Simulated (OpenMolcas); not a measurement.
## Pd²⁺: terms and fine structure

| Property | Result |
| --- | --- |
| Program | OpenMolcas |
| Method | CASSCF |
| Basis | ANO-RCC-VQZP [8s7p5d3f2g1h] |
| Scalar Hamiltonian | DKH2, point nucleus |
| Active space | 8 electrons in 5 orbitals (4d) |
| State averaging | 2S+1 = 3 even, 10 roots; 2S+1 = 1 even, 15 roots |
| Spin-orbit coupling | state interaction with AMFI integrals over the reference wave functions, term energies averaged over their components |

Spin-free terms above the lowest, with the occupations of the reference:

```json
{"Configuration": "4d⁸", "Term": "³F", "E (cm⁻¹)": "0.0", "Occupations": "4d 8.00"}
{"Configuration": "4d⁸", "Term": "¹D", "E (cm⁻¹)": "12355", "Occupations": "4d 8.00"}
{"Configuration": "4d⁸", "Term": "³P", "E (cm⁻¹)": "14280", "Occupations": "4d 8.00"}
{"Configuration": "4d⁸", "Term": "¹G", "E (cm⁻¹)": "19001", "Occupations": "4d 8.00"}
{"Configuration": "4d⁸", "Term": "¹S", "E (cm⁻¹)": "47430", "Occupations": "4d 8.00"}
```

With spin-orbit coupling, above the lowest level:

```json
{"Configuration": "4d⁸", "Term": "³F", "J": "4", "E (cm⁻¹)": "0.0", "Measured (cm⁻¹)": "0.0", "g": "1.249", "Term weight %": "99", "Second": ""}
{"Configuration": "4d⁸", "Term": "³F", "J": "3", "E (cm⁻¹)": "3135", "Measured (cm⁻¹)": "3230", "g": "1.084", "Term weight %": "100", "Second": ""}
{"Configuration": "4d⁸", "Term": "³F", "J": "2", "E (cm⁻¹)": "4824", "Measured (cm⁻¹)": "4687", "g": "0.687", "Term weight %": "94", "Second": "6 ¹D"}
{"Configuration": "4d⁸", "Term": "¹D", "J": "2", "E (cm⁻¹)": "13450", "Measured (cm⁻¹)": "", "g": "1.198", "Term weight %": "53", "Second": "43 ³P"}
{"Configuration": "4d⁸", "Term": "³P", "J": "1", "E (cm⁻¹)": "17415", "Measured (cm⁻¹)": "13470", "g": "1.501", "Term weight %": "100", "Second": ""}
{"Configuration": "4d⁸", "Term": "³P", "J": "0", "E (cm⁻¹)": "17742", "Measured (cm⁻¹)": "13699", "g": "", "Term weight %": "99", "Second": ""}
{"Configuration": "4d⁸", "Term": "³P", "J": "2", "E (cm⁻¹)": "17766", "Measured (cm⁻¹)": "14634", "g": "1.282", "Term weight %": "57", "Second": "41 ¹D"}
{"Configuration": "4d⁸", "Term": "¹G", "J": "4", "E (cm⁻¹)": "21487", "Measured (cm⁻¹)": "17880", "g": "1.001", "Term weight %": "99", "Second": ""}
{"Configuration": "4d⁸", "Term": "¹S", "J": "0", "E (cm⁻¹)": "50238", "Measured (cm⁻¹)": "", "g": "", "Term weight %": "99", "Second": ""}
```

Against the 6 measured excited levels shown (Moore, Atomic Energy Levels, vol. III, NSRDS-NBS 35 (1971 reprint of NBS Circular 467, 1958)) the mean absolute deviation is 2500 cm-1; the largest miss in energy is 4d⁸ ³P₀: computed 17742, measured 13699 cm⁻¹ (+29.5 %).

Spin-orbit coupling puts the lowest level 2378 cm⁻¹ below the lowest spin-free term.

A least-squares Racah fit to the terms below 60000 cm-1, each weighted by 2L + 1 and with a free common offset, gives B = 951 cm-1 and C = 3788 cm-1 (C/B = 3.98), with an rms deviation of 9 cm-1.

For ³F the intervals divided by the larger J are -563.0, -783.8 cm-1. Landé's interval rule makes them equal in pure LS coupling; they differ by 33 % of their mean. The multiplet is inverted.

Levels of configurations with an s electron are missing; early in the row they begin among the upper levels of the d shell and mix with terms of their name. Without dynamic correlation excited terms often stand tens of per cent too high (terms of higher spin than the ground term too low), and those without a measured partner can miss by more than the paired ones. Computed and measured levels are paired by configuration, term and J; levels that our copy of the source lacks, or whose pairing is in doubt (as where it misses far off the trend of its configuration), stay unpaired and out of the deviations. Only configurations of the active space appear.

The term weight is that of the spin-free term in the level, not the purity of its configuration.
